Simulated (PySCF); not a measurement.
# Constants of TeF, step by step

State: ²Π, doublet, unpaired electrons π ↑. De refers to Te + F. ROHF-based CCSD(T) in PySCF 2.14 with Te cc-pVTZ-PP with ECP28, F cc-pVTZ and Te cc-pVQZ-PP with ECP28, F cc-pVQZ (frozen core orbitals: 10; scalar-relativistic core potentials). Correlation energies are extrapolated as n⁻³ (n = 3, 4), Hartree–Fock as (n+1)·exp(−9√n). CV is the change on freezing 4 orbitals instead, in Te cc-pwCVTZ-PP with ECP28, F cc-pwCVTZ.

| Level | Re (Å) | ωe (cm⁻¹) | ωexe (cm⁻¹) | αe (cm⁻¹) | De (eV) |
| --- | --- | --- | --- | --- | --- |
| CCSD(T)/TZ | 1.9267 | 631.1 | 2.89 | 0.00174 | 3.227 |
| CCSD(T)/QZ | 1.9177 | 637.8 | 2.89 | 0.00176 | 3.485 |
| HF/CBS | 1.8762 | 682.4 | 2.63 | 0.00166 | 1.715 |
| MP2/CBS | 1.9171 | 641 | n/a | 0.00170 | 3.848 |
| CCSD/CBS | 1.9079 | 655.3 | 2.75 | 0.00171 | 3.398 |
| CCSD(T)/CBS | 1.9172 | 640 | 2.84 | 0.00175 | 3.591 |
| CCSD(T)/CBS+CV | 1.9078 | 637.0 | 2.77 | 0.00173 | 3.576 |

**Question.** How much is left between CCSD(T)/QZ and the basis-set limit, and how much do the triples give at the limit?

**Answer.** CCSD(T)/CBS less CCSD(T)/QZ: -0.5 mÅ in Re, +1.7 cm⁻¹ in ωe and +0.106 eV in De. CCSD(T)/CBS less CCSD/CBS: +9.3 mÅ in Re, -15.8 cm⁻¹ in ωe and +0.193 eV in De.

**Question.** What do the later terms add?

**Answer.** CV: -9.4 mÅ in Re, -2.5 cm⁻¹ in ωe and -0.015 eV in De, each against the row above.

The T1 diagnostic is 0.021. The state was picked by a PBE0 search and need not be the measured ground state. Spin–orbit coupling, excitations beyond (T) and corrections to the Born–Oppenheimer picture are left out, and spin–orbit coupling matters for open p, d or f shells this heavy.

The whole job (state search and all basis sets along the bond) took about 64 min on 4 threads of Arm Neoverse N1 (shared host), peak memory 12 GiB.
